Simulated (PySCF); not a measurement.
A geometry optimisation, step by step.

Compound: C5H7PSi.
Bonds: Si1–C2, C2–C3 (aromatic), C3–C4 (aromatic), C4–C5 (aromatic), C5–C6 (aromatic), C6–P7 (aromatic), C2–P7 (aromatic). Hydrogens: H8, H9, H10 on Si1; H11 on C3; H12 on C4; H13 on C5; H14 on C6.

Computed by this run: PySCF, PBE/def2-SVP geometry optimisation, gas phase; density fitting, grid level 1; the optimiser is geomeTRIC in internal coordinates, started from a GFN2-xTB structure. The frame can shift and turn from step to step; on so coarse a grid that alone can change the energy by a few meV, and forces under 0.02 eV/Å are noise.

Step 0: E = -22440.1811 eV, largest atomic force 0.893 eV/Å
```
atom  x, y, z in Å  |  force x, y, z in eV/Å
Si1     2.583   -0.290    0.127   -0.868  -0.005  -0.041
C2      0.692   -0.222    0.036    0.602  -0.657   0.058
C3      0.027    0.989   -0.051    0.183   0.401  -0.013
C4     -1.349    1.137   -0.117   -0.138   0.204  -0.016
C5     -2.222    0.061   -0.101   -0.250   0.159  -0.017
C6     -1.797   -1.248   -0.021    0.332  -0.433   0.036
P7     -0.143   -1.758    0.073    0.267  -0.611   0.041
H8      3.089   -1.059   -1.012    0.373  -0.385  -0.544
H9      3.100    1.080    0.085    0.312   0.685  -0.019
H10     2.975   -0.942    1.378    0.319  -0.328   0.611
H11     0.629    1.892   -0.069    0.334   0.663  -0.017
H12    -1.758    2.136   -0.182   -0.266   0.663  -0.044
H13    -3.286    0.258   -0.154   -0.703   0.157  -0.038
H14    -2.542   -2.035   -0.015   -0.497  -0.515   0.003
```

Step 1: E = -22440.3185 eV, largest atomic force 0.150 eV/Å
```
atom  x, y, z in Å  |  force x, y, z in eV/Å
Si1     2.673   -0.285    0.207    0.049   0.003   0.003
C2      0.782   -0.217    0.118   -0.002  -0.001  -0.001
C3      0.119    1.022    0.029    0.097   0.058   0.001
C4     -1.276    1.171   -0.038   -0.042   0.102  -0.007
C5     -2.161    0.084   -0.021   -0.112   0.018  -0.006
C6     -1.734   -1.245    0.061   -0.070  -0.060   0.001
P7     -0.068   -1.762    0.156    0.073  -0.130   0.010
H8      3.248   -1.064   -0.945   -0.012   0.010  -0.003
H9      3.216    1.121    0.164   -0.015  -0.004  -0.001
H10     3.135   -0.946    1.479   -0.010   0.009   0.000
H11     0.725    1.946    0.010    0.002  -0.007   0.000
H12    -1.691    2.190   -0.105    0.008  -0.014   0.001
H13    -3.244    0.291   -0.077    0.015   0.002   0.000
H14    -2.498   -2.043    0.067    0.018   0.015   0.000
```

Step 2: E = -22440.3195 eV, largest atomic force 0.032 eV/Å
```
atom  x, y, z in Å  |  force x, y, z in eV/Å
Si1     2.672   -0.281    0.207    0.020  -0.019   0.002
C2      0.780   -0.227    0.119    0.025   0.019   0.000
C3      0.124    1.017    0.030   -0.016  -0.011  -0.001
C4     -1.272    1.172   -0.038   -0.004  -0.003   0.000
C5     -2.162    0.085   -0.021    0.001   0.002   0.000
C6     -1.737   -1.248    0.062   -0.025   0.003   0.000
P7     -0.071   -1.774    0.158    0.008   0.011   0.000
H8      3.250   -1.055   -0.948    0.000   0.003  -0.003
H9      3.200    1.129    0.163   -0.006   0.001   0.000
H10     3.139   -0.937    1.479    0.001   0.003   0.001
H11     0.735    1.937    0.011   -0.002  -0.005   0.000
H12    -1.684    2.191   -0.106   -0.002  -0.003   0.000
H13    -3.243    0.295   -0.077    0.002  -0.002   0.000
H14    -2.504   -2.042    0.068   -0.003   0.001   0.000
```

Step 3: E = -22440.3196 eV, largest atomic force under 0.02 eV/Å
```
atom  x, y, z in Å  |  force x, y, z in eV/Å
Si1     2.675   -0.282    0.207    0.001  -0.003   0.000
C2      0.782   -0.225    0.119   -0.007  -0.001   0.000
C3      0.122    1.017    0.030   -0.002   0.003  -0.002
C4     -1.274    1.172   -0.038    0.003  -0.010   0.001
C5     -2.163    0.085   -0.021    0.016  -0.005   0.001
C6     -1.738   -1.248    0.062   -0.003   0.007   0.000
P7     -0.070   -1.772    0.158   -0.007   0.004   0.000
H8      3.252   -1.055   -0.949   -0.001   0.002  -0.001
H9      3.201    1.128    0.163   -0.001   0.002   0.000
H10     3.142   -0.938    1.479   -0.001   0.001   0.000
H11     0.732    1.938    0.010    0.000   0.002   0.000
H12    -1.686    2.191   -0.106    0.001   0.001   0.000
H13    -3.245    0.295   -0.077   -0.001  -0.001   0.000
H14    -2.504   -2.042    0.069    0.001  -0.002   0.001
```

Question: Summarise the path.

Answer: The energy falls by 13.37 kJ/mol from step 0 to step 3; nine tenths of that is first reached at step 1. It falls at every step. The largest force goes from 0.893 to under 0.02 eV/Å. Among the bonds Si1–H8 changes most (a near tie, within 0.001 Å, with another), from 1.464 to 1.505 Å; the atoms move by 0.044 Å rms after alignment.

Question: Follow the three bonds and two angles with the largest change from start to end.

Answer: 
| step | E above end (kJ/mol) | largest force (eV/Å) | Si1–H8 (Å) | Si1–H10 (Å) | Si1–H9 (Å) | C2–Si1–H10 (°) | C2–Si1–H8 (°) |
| --- | --- | --- | --- | --- | --- | --- | --- |
| 0 | 13.37 | 0.893 | 1.464 | 1.464 | 1.465 | 109.0 | 109.1 |
| 1 | 0.10 | 0.150 | 1.506 | 1.506 | 1.507 | 111.2 | 111.3 |
| 2 | 0.01 | 0.032 | 1.505 | 1.505 | 1.506 | 111.2 | 111.3 |
| 3 | 0.00 | under 0.02 | 1.505 | 1.505 | 1.506 | 111.2 | 111.3 |

The cost below is that of the whole optimisation. Time: 41 s; peak memory 0.59 GiB. Hardware: one thread, Arm Neoverse V1 (aarch64), no GPU, shared host with 64 logical CPUs at a one-minute load of 34.
